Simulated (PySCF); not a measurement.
C₇H₁₃NSi.
Numbering: `[CH:1]#[C:2][C@@H:3]1[CH2:4][Si@@H:5]([NH2:6])[CH2:7][C@H:8]1[CH3:9]`

NICS = −σ at a ghost point: NICS(0) at the centroid of the ring atoms, NICS(1) 1 Å to either side along the normal of their mean plane, zz for the tensor component along that normal. Level: GIAO PBE0/pcSseg-1 (PySCF, non-relativistic, gas phase) on the GFN2-xTB geometry, one conformer.

Ring bond lengths (Å), with Mayer bond orders in brackets: C3–C4 1.538 (1.02), C4–Si5 1.900 (0.88), Si5–C7 1.898 (0.90), C7–C8 1.531 (1.02), C8–C3 1.540 (0.95).

**Question.** Give the NICS values of each ring in ppm.

**Answer.** 
| ring | type | NICS(0) | NICS(1), two faces | NICS(1)zz, two faces | rms pucker (Å) | centre to ring atoms, mean (Å) |
| --- | --- | --- | --- | --- | --- | --- |
| C3–C4–Si5–C7–C8 | 5-membered ring with Si; formal bonds all single | -4.6 | -4.1 / -3.7 | -1.1 / 0.2 | 0.20 | 1.40 |

**Question.** What can be read from them?

**Answer.** 
- C3–C4–Si5–C7–C8: mean NICS(1)zz -0.5 ppm, near zero. C3, C4, Si5, C7, C8 have four or more neighbours; no verdict on aromaticity is drawn.

**Question.** List the ring angles and the Hirshfeld charges of the ring atoms.

**Answer.** 
- C3–C4–Si5–C7–C8: C3 108.6° (-0.011 e), C4 104.2° (-0.163 e), Si5 94.3° (+0.393 e), C7 104.4° (-0.167 e), C8 107.4° (-0.015 e); sum 518.9° against 540° for a flat convex ring.

**Question.** What are the shieldings of the ring atoms and their hydrogens in the same run (means over atoms taken as equivalent)?

**Answer.** 
| atoms | environment | σ isotropic (ppm) | principal values of the symmetric part, first atom (ppm) |
| --- | --- | --- | --- |
| C3 | propargylic carbon | 147.9 | 127.1, 148.8, 167.8 |
| C4 | sp3 carbon bound to silicon | 160.6 | 142.6, 157.0, 182.2 |
| Si5 | SiH silicon | 350.4 | 304.2, 359.8, 387.3 |
| C7 | sp3 carbon bound to silicon | 161.3 | 141.4, 158.8, 183.6 |
| C8 | sp3 CH carbon | 141.4 | 119.4, 142.4, 162.4 |
| H on C3 | methine hydrogen | 29.64 | 26.7, 29.0, 33.2 |
| H on C4 | methylene hydrogen | 30.78 | 26.1, 29.7, 36.5 |
| H on C4 | methylene hydrogen | 30.39 | 26.1, 28.5, 36.5 |
| H on Si5 | Si–H hydrogen | 26.40 | 22.3, 24.7, 32.2 |
| H on C7 | methylene hydrogen | 31.43 | 27.1, 30.5, 36.7 |
| H on C7 | methylene hydrogen | 30.57 | 26.0, 28.6, 37.1 |
| H on C8 | methine hydrogen | 30.28 | 28.0, 28.9, 33.9 |
